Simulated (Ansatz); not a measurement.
# How methods differ on [GeH3]− (SMILES [H][Ge-]([H])[H])

The species is [GeH3]− (4 atoms), meant as a singlet with charge -1. SMILES: `[H][Ge-]([H])[H]`. The shape comes from GFN2-xTB, which is rough for such elements, and wasn't checked as a minimum.

```xyz
4

Ge   -0.0075    0.0058    0.7680
H     1.4220   -0.0315   -0.2444
H    -0.6775    1.2495   -0.2717
H    -0.7370   -1.2238   -0.2519
```

Each level gives the energy change with the Ge1–H4 bond stretched from 1.756 to 2.195 Å (eV). The values are calculated.

```
                      level                    kind  program  value (eV)  less FCI/STO-3G  CPU time (all runs)
  SVWN5/STO-3G (restricted)                     LDA   Ansatz        1.64            +0.13                1.1 s
 revPBE/STO-3G (restricted)                     GGA   Ansatz        1.50            -0.01                1.7 s
 r2SCAN/STO-3G (restricted)                meta-GGA   Ansatz        1.62            +0.11                4.5 s
  HSE06/STO-3G (restricted)  range-separated hybrid   Ansatz        1.67            +0.16                2.2 s
wB97M-V/STO-3G (restricted)  range-separated hybrid   Ansatz        1.74            +0.23                 23 s
RPA@PBE/STO-3G (restricted)                     RPA   Ansatz        1.36            -0.15                4.2 s
    MP2/STO-3G (restricted)     perturbation theory   Ansatz        1.70            +0.19               0.22 s
CCSD(T)/STO-3G (restricted)   coupled cluster or CI   Ansatz        1.51             0.00                0.3 s
                 FCI/STO-3G      exact in the basis   Ansatz        1.51             0.00               0.63 s
```

FCI/STO-3G is exact within its basis and frozen core, so for wave-function methods in that basis the difference is their error; functionals converge differently with the basis, so for them it is only a difference. All-electron rows without a relativistic Hamiltonian named are non-relativistic. Sets without diffuse functions describe the anion poorly. The first shape isn't each level's own minimum. The values span 1.36 to 1.74 eV. All rows use very small basis sets, so even the best lies far from the true value. In the correlated wave-function rows the outer d shell of Ge is correlated, in sets not made for it. Times are those of the runs behind each value, whatever else they computed, on shared processors of several kinds: orders of magnitude only.
